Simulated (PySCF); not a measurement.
H₂AlBr, SMILES [AlH2][Br], singlet, B3LYP/def2-SVP optimised geometry. Atoms within 1.6 Å of the plane z = 0.0 Å (x, y, z in Å): Al1 (-0.77, 0.00, 0.00), H2 (-1.50, 1.39, 0.00), H3 (-1.50, -1.39, 0.00), Br4 (1.50, 0.00, 0.00).

Computed with PySCF with B3LYP/def2-TZVP. Cells within 0.4 Å of a nucleus heavier than hydrogen are left out (blank, or x).

Map of the electron localisation function on the plane z = 0.0 Å:

```
|00000000000000000000000000000|
|00000000000000000000000000000|
|00000000000000000000000000000|
|00000001332100000000000000000|
|00000158998620000000000000000|
|00002799999961000000000000000|
|00017999999982000011110000000|
|00049999999993000133432100000|
|00069999999994001356665310000|
|00169999999993013577776531000|
|00059999999983135778887652000|
|00027999998311257777888763100|
|00002589940110277621158764100|
|00000134306xx217733xx16764200|
|0000001110xxx50771xxx25764200|
|00000134306xx217733xx16764200|
|00002589940110277621158764100|
|00027999998311257777888763100|
|00059999999983135778887642000|
|00169999999993013577776531000|
|00069999999994001356655310000|
|00049999999993000133432100000|
|00017999999982000011110000000|
|00002799999961000000000000000|
|00000158998620000000000000000|
|00000001332100000000000000000|
|00000000000000000000000000000|
|00000000000000000000000000000|
|00000000000000000000000000000|
```
Scale: ten equal steps from 0.000 (start of '0') to 1.00 (end of '9'), in the order '0123456789'; x runs from -4.00 to 4.00, y from -4.00 (bottom) to 4.00 (top).
